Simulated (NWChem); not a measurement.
Molecule: hydrogen bromide (HBr); SMILES Br

```xyz
2

Br     0.0000     0.0000     0.0493
H      0.0000     0.0000    -1.3730
```
Atoms are numbered in this order, from 1.

Results from NWChem. Geometry optimised at PBE0/def2-SVP; all other runs use it. Pople sets run with spherical d functions. This build's default masses of Se (78.918 u) and Br (79.917 u) are each other's, which moves their modes by up to 0.6 %.

```csv
quantity,level,value
dipole (D),"LC-wPBE (HJS exchange hole, range parameter 0.4 per bohr)/6-31G*",…
"vertical ionisation energy, ΔSCF (eV)",CAM-B3LYP/aug-cc-pVDZ,…
"vertical, lowest excitation, singlet (eV)","LDA (Slater exchange, VWN5)/def2-SVPD, TDA",6.47
anisotropy (bohr³) at 589 nm,PBE0/aug-cc-pVDZ,2.4
highest harmonic frequency (cm⁻¹),PBE0/def2-SVP,2688
```

### Question
Fill in the missing entries.

### Answer

- dipole (D), value: 1.18
- vertical ionisation energy, ΔSCF (eV), value: 11.85
